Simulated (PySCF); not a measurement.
A structure optimised at B3LYP-D3(BJ)/def2-TZVP, used in a PySCF frequency run:

```
Hg
Cl 1 2.2848
Cl 1 2.2848 2 180.00
```
Charge 0, spin multiplicity 1.

Q: Write its SMILES, formula and point group.

A: [Cl][Hg][Cl], Cl₂Hg, D∞h

Q: What are its rotational constants (standard atomic weights)?

A: 1.3654 GHz (linear rotor, B only)
